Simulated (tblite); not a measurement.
Compound: C4H7NSi.
SMILES: `C[Si@@H]1C[C@H]1C#N`

All values are computed: GFN2-xTB (tblite) harmonic vibrations without scaling, gas phase. The method is semi-empirical: single wavenumbers can be off by several per cent or more. Modes of hydrogen on silicon can be 10 to 20 % off.

Harmonic wavenumbers (cm⁻¹): 102.4, 106.0, 119.8, 178.1, 223.7, 437.2, 477.9, 529.1, 594.0, 646.7, 680.3, 730.2, 801.9, 831.7, 833.2, 880.0, 921.5, 1053.0, 1068.8, 1105.4, 1268.4, 1368.7, 1431.6, 1468.5, 1480.1, 2358.1, 2371.8, 3017.2, 3038.3, 3039.6, 3047.3, 3055.6, 3070.8.

A = 7265, B = 1600, C = 1493 MHz; mass 97.035 u (most abundant isotopes); point group C1, symmetry number 1.

**Question.** What is the zero-point energy?

**Answer.** Half the sum of the wavenumbers: 21168 cm⁻¹ = 60.52 kcal/mol.

**Question.** What is S at 200 K and 1 bar for an ideal gas of classical rigid rotors and harmonic oscillators?

**Answer.** Translation 37.67, rotation 26.13, vibration 11.90: S = 75.7 cal/(mol K).

**Question.** And Cp and H(200 K) − H(0)?

**Answer.** Cp = 21.97 cal/(mol K), of which vibrations give 14.02 (their classical limit is 33 R = 65.6); H(200 K) − H(0) = 2.97 kcal/mol without the zero-point energy, 1.38 from vibrations.

**Question.** Blend soft modes into free rotors: weight 1/[1 + (100 cm⁻¹/ν̃)⁴] for the oscillator and the rest for a rotor with moment μB/(μ + B), μ = h/(8π²ν), B = 10⁻⁴⁴ kg m². What vibrational entropy results?

**Answer.** 11.75 cal/(mol K) in place of 11.90, which changes −T·S at 200 K by +0.03 kcal/mol.

**Question.** How do the functions run with temperature in this model?

**Answer.** 
```tsv
T (K)	S (cal/(mol K))	Cp (cal/(mol K))	H − H(0) (kcal/mol)	G − H(0) (kcal/mol)	ln q(vib)
100	63.1	15.3	1.12	-5.20	0.83
300	86.0	29.4	5.54	-20.27	4.27
500	104.0	41.0	12.66	-39.32	7.80
800	125.8	51.6	26.71	-73.91	12.84
1000	137.8	56.3	37.53	-100.29	15.93
```

q(vib) and H(0) count from the zero-point level.

**Question.** What must be added to the electronic energy to get the Gibbs energy at 200 K and 1 bar?

**Answer.** ZPE + [H(200 K) − H(0)] − T·S = 60.52 + 2.97 − 15.14 = 48.35 kcal/mol.

Hindered rotation and anharmonicity are outside this model. The structure is chiral; the term R ln 2 for an equal mix with its mirror image is left out.
